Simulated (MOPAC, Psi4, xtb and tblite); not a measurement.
Relaxed torsion scan: SMILES c1c[c](c(N)cc1)[GeH3] (C6H9GeN). Scanned: dihedral H9–N1–C2–C3; all other coordinates were relaxed at GFN2-xTB. Heavy atoms are numbered in the order of the SMILES Nc1cccc[c]1[GeH3], hydrogens after them in the order of the atoms that carry them; the mirror image has the same energies with the sign of each dihedral reversed.

- GFN2-xTB (xtb and tblite)
- PM7, restricted, heats of formation // GFN2-xTB (MOPAC)
- PBE-D3(BJ)/def2-SVP // GFN2-xTB (Psi4)

Energies relative to the lowest point of each profile, in kJ/mol:

| φ / ° | GFN2-xTB | PM7 |
|---|---|---|
| -150 | 0.0 | 1.0 |
| -120 | 5.0 | 7.4 |
| -90 | 12.6 | 15.0 |
| -60 | 10.3 | 10.9 |
| -30 | 0.8 | 2.0 |
| 0 | 2.2 | 1.5 |
| 30 | 12.4 | 13.2 |
| 60 | 16.9 | 17.2 |
| 90 | 12.6 | 15.0 |
| 120 | 5.0 | 7.4 |
| 150 | 0.0 | 1.0 |
| 180 | 2.5 | 0.0 |

Q: Estimate the PBE-D3(BJ)/def2-SVP values at these points.

A: -150: 0.1; -120: 6.7; -90: 19.3; -60: 9.5; -30: 1.0; 0: 2.1; 30: 18.6; 60: 26.6; 90: 19.3; 120: 6.7; 150: 0.0; 180: 2.0 (kJ/mol).
